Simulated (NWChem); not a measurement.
System: SbF$_{5}$; SMILES [F][Sb]([F])([F])([F])[F]

Computed with NWChem. Structure relaxed at the PBE0/def2-SVP level. def2 effective core potentials on Sb; no spin-orbit coupling.

Task: Estimate the computed values for B3LYP/def2-SVP (core potentials). Quantities: highest occupied level (eV); orbital gap (eV).

Result: The highest occupied level (eV) comes out as -11.73. The orbital gap (eV) is 7.09.
